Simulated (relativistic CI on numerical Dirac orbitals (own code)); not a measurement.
## Ho²⁺: 5p photoemission

Computed with this model: Dirac-Coulomb-Breit CI, KLI orbitals optimised for each configuration, model QED (radiative potential, 1s self-energy scaled to tabulated hydrogen-like ionisation energies), valence Slater integrals scaled by 0.8, multiplet model of photoemission in the sudden approximation; configurations [Xe] 4f11 → [Kr] 4d10 4f11 5s2 5p5; 300 K; Lorentzian 0.84 eV and Gaussian 0.5 eV FWHM. Energies are those of the free ion, without screening or charge transfer. The energies are binding energies and can lie tens of eV above those of solids. S is read from ⟨S²⟩ = S(S + 1).

Computed curve for free ion, scaled to 100 at the maximum (points under 2 are left out and the grid is thinned):

| Energy (eV) | Intensity |
| --- | --- |
| 38.5 | 2.0 |
| 38.9 | 2.5 |
| 39.2 | 2.9 |
| 39.6 | 3.7 |
| 39.9 | 4.5 |
| 40.3 | 6.1 |
| 40.6 | 7.9 |
| 41.0 | 12.3 |
| 41.4 | 22.0 |
| 41.7 | 38.0 |
| 42.1 | 75.4 |
| 42.4 | 96.8 |
| 42.8 | 98.2 |
| 43.1 | 94.8 |
| 43.5 | 77.1 |
| 43.8 | 53.2 |
| 44.2 | 31.1 |
| 44.6 | 20.6 |
| 44.9 | 17.7 |
| 45.3 | 17.9 |
| 45.6 | 16.2 |
| 46.0 | 12.2 |
| 46.3 | 10.3 |
| 46.7 | 9.5 |
| 47.1 | 11.1 |
| 47.4 | 14.6 |
| 47.8 | 26.8 |
| 48.1 | 44.6 |
| 48.5 | 64.9 |
| 48.8 | 65.4 |
| 49.2 | 43.7 |
| 49.5 | 25.3 |
| 49.9 | 12.5 |
| 50.3 | 7.4 |
| 50.6 | 5.5 |
| 51.0 | 4.2 |
| 51.3 | 3.7 |
| 51.7 | 3.3 |
| 52.0 | 2.9 |
| 52.4 | 2.1 |

The ground state has S = 1.48, and the centroid lies at 44.85 eV.
